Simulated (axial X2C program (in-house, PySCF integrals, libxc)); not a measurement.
**CsO⁺: cheaper levels and CCSD(T), 2c**

Calculated with an in-house relativistic program for diatomic molecules. Two-component (2c) means X2C with spin–orbit coupling and atomic mean-field two-electron Coulomb and Gaunt terms. Basis: Cs dyall-cv3z [15s15p9d4f1g], O dyall-av3z [7s6p3d2f] (cores contracted in-house); Gaussian nuclei, density fitting, unrestricted open shells. Masses: Cs 132.905 u, O 15.995 u.

State: Ω = 1 (⟨Sz⟩ = 1.00, ⟨Lz⟩ = 0.00 at HF); fragments Cs+ + O.

```tsv
level	Re (Å)	ωe (cm⁻¹)	De (eV)
PBE0	3.373	86.9	0.128
HF	3.548	71.2	0.093
MP2	3.399	87.3	0.122
CCSD	3.411	86.7	0.128
BHandHLYP	3.381	87.8	0.118
```

Correlated methods: 14 electrons correlated (number of frozen shells: Cs 4 s, 3 p, 2 d; O 1 s), 296 virtual spin orbitals or spinors in MP2, 90 natural virtuals in coupled cluster.

CCSD(T), same Hamiltonian and basis:

Re = 3.399 Å, ωe = 88.3 cm⁻¹, De = 0.11 eV; T1 = 0.004 (Lee–Taylor normalisation).

Give the differences from CCSD(T) in the columns below.



```csv
level,ΔRe (Å),Δωe (cm⁻¹)
PBE0,-0.026,-1.4
HF,0.149,-17.1
MP2,0.000,-1.0
CCSD,0.012,-1.6
BHandHLYP,-0.018,-0.5
```

The state is a single determinant with fixed occupations, the lowest that a limited PBE0 search found. De is counted from the lowest determinant-based energies of the atoms at the same level, without counterpoise correction. Density functionals use the spin component along the axis (collinear). CCSD and (T) use frozen natural virtuals with an MP2 correction for the truncation; (T) itself is uncorrected, so its De runs slightly low. The 2c atoms are single determinants rather than J levels; their spin–orbit lowering is only partly caught, and De is too large by that part. This holds for PBE0, BHandHLYP. PBE0 can misorder states that lie within some tenths of an eV, so this need not be the ground state of the molecule. The nearest other 2c determinant of the search, Ω = 2, lies 0.32 eV up at the distance of the search. The functionals have no current-density term, which raises determinants with orbital currents, atoms included. With several unpaired electrons one determinant need not be a pure state. Open-shell Ω = 0 determinants with evenly filled partner blocks cannot be reached by this program, so the Ω shown need not be the lowest component. This is the Ω = 1 component of a π² triplet; the 0⁺ component is not one determinant and can lie lowest. The bond is weak, and without diffuse functions and with truncated virtuals even CCSD(T) can be tens of per cent off in De.
